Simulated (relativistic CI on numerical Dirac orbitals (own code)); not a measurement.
## Kr⁴⁺: calculation against measurement

Computed by Dirac-Coulomb-Breit CI, KLI orbitals optimised for each configuration, model QED (radiative potential, 1s self-energy scaled to tabulated hydrogen-like ionisation energies), valence Slater integrals scaled by 0.85, P86 correlation energy added to each configuration (own radial code, finite nucleus).

Configuration list (outside the closed core [Ar] 3d10): 4s²4p², 4s4p³, 4s²4p4d, 4p⁴, 4s4p²4d, 4s²4p4f, 4s²4p5s, 4s4p²4f, 4s²4p5p, 4s²4p5d, 4s²4p6s, 4p³4d, 4s²4p6p, 4s4p²5s, 4s²4p5f, 4s²4p5g, 4s4p4d², 4s²4p6d, 4s²4p7s, 4s²4d4f, 4s²4p7p, 4s4p²5p, 4s²4p6f, 4s4p²5d, 4p³4f, 4s4p²6s, 4s²4d5p, 4s4p²6p, 4s4p5p², 4s²4d², 4s4d³, 4s4d²4f, 4p²4d², 4p4d³, 4p4d²4f, 4p4d²5s, 4s²4f², 4s4d4f², 4s4f³, 4p²4f², 4p4d4f², 4p4f³, 4p4f²5s, 4s²4d5s, 4s4d²5s, 4s4d4f5s, 4s4p5s5p, 4s4d5s5p, 4p4d5s5p, 4s4f5s5p, 4s5s²5p, 4p4f5s5p, 4s4p4d4f. Double excitations out of closed p, d and f shells are left out; levels of such configurations are missing from the list, as are those of other unlisted configurations, and high levels can miss mixing partners. These lack a partner that the ground configuration has and come out too high: 4s4p²5p, 4s4p²5d, 4s4p²6s, 4s4p²6p, 4s²4p5p.

```tsv
Configuration	Term (tabulated)	J	Measured (cm⁻¹)	Computed	Error	Purity (%)
4s²4p²	3P	0	0.0	0	0	94
4s²4p²	3P	1	3742.9	3668	-75	97
4s²4p²	3P	2	7595.3	7429	-166	89
4s²4p²	1D	2	19722.9	19347	-375	89
4s²4p²	1S	0	39203.9	37716	-1487	93
4s4p³	3D°	1	129658.2	130467	809	86
4s4p³	3D°	2	129779.3	130571	792	85
4s4p³	3D°	3	131016.4	131825	808	90
4s4p³	3P°	0	147925.3	147445	-480	91
4s4p³	3P°	1	148286.8	147833	-454	87
4s4p³	3P°	2	148668.4	148304	-365	81
4s4p³	1D°	2	163387.2	165046	1658	58
4s4p³	3S°	1	185063.5	186017	954	73
4s²4p4d	3F°	2	190279.0	192866	2587	96
4s²4p4d	3F°	3	192949.0	195467	2518	96
4s4p³	1P°	1	194041.1	194569	528	64
4s²4p4d	3P°	0	216420.3	218588	2168	89
4s²4p4d	3D°	3	219381.6	221252	1870	86
4s²4p4d	3D°	2	219823.3	221478	1655	63
4s²4p4d	1F°	3	234120.9	235792	1671	93
4s²4p4d	1P°	1	237720.6	239632	1911	78
4s²4p5s	3P°	1	240926.0	248844	7918	84
4s²4p5s	3P°	2	246798.0	255528	8730	98
4s²4p5s	1P°	1	250993.0	259353	8360	81
4s²4p5p	3D	2	283677.0	293845	10168	83
4s²4p5p	3P	1	288683.0	298642	9959	62
4s²4p5p	3D	3	289998.0	299978	9980	98
4s²4p5p	3P	2	291138.0	301069	9931	78
4s²4p5p	3S	1	293705.0	303569	9864	85
4s²4p5p	1D	2	296600.0	306720	10120	84
4s²4p5p	1S	0	307667.0	313745	6078	58
4p⁴	1D †	2	331254.6	287360	-43895	59
```

Measured levels from Saloman, J. Phys. Chem. Ref. Data 36, 215 (2007); pairs were made by configuration, J and term (by order where the table uses no LS term), so strongly mixed levels may be paired wrongly.

Mean error by configuration (cm⁻¹): 4s²4p² -526; 4s4p³ 472; 4s²4p4d 2054; 4s²4p5s 8336; 4s²4p5p 9443. Over the excited levels the mean absolute error is 3815 cm⁻¹ (31 of the 41 excited levels that our extract of the source holds in range could be paired, and the others can miss by more), and the median relative error of those above 1,000 cm⁻¹ is 1.3 %. † marks terms whose computed intervals miss the measured ones by more than a factor of 2.5, or configurations far off the rest, from wrong mixing, a near crossing or a doubtful label or measurement; they are left out of the means.
